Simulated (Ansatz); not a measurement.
Species: sum formula InHCl₂, net charge 0, singlet state. 
Structure (B3LYP-D3(BJ)/def2-TZVP (Ansatz, a first-principles code) minimum search):
SMILES: [Cl][InH][Cl]
```xyz
4

Cl    -0.4276     2.0477    -0.0030
In    -0.4206    -0.2862    -0.0123
Cl     1.7472    -1.1496     0.0416
H     -1.8249    -1.2420    -0.0534
```
Charge 0, spin multiplicity 1.

Computed values are from Ansatz. Cores are frozen in the correlated levels unless marked. Open shells are spin-unrestricted. No spin-orbit coupling. The frozen core is the preceding noble-gas configuration, with the filled d and f shells of earlier blocks. Past Kr the def2 sets carry scalar-relativistic core potentials. Basis-set limits of correlation are two-point, X^-3; Hartree-Fock from the larger set.

| Property | Value |
|---|---|
| atomisation energy De | 944.4 kJ/mol at CCSD(T)/CBS(def2-TZVPPD,def2-QZVPPD) |
| vertical ionisation energy (to the doublet) | 11.56 eV at CCSD(T)/CBS(def2-TZVPPD,def2-QZVPPD) |
| total energy | -1109.5301 Eh at CCSD(T)/CBS(def2-TZVPPD,def2-QZVPPD) |
| dipole moment | 2.65 D at CCSD(T)/def2-SVPD |
| T1 diagnostic | 0.008 at CCSD/def2-QZVPPD |
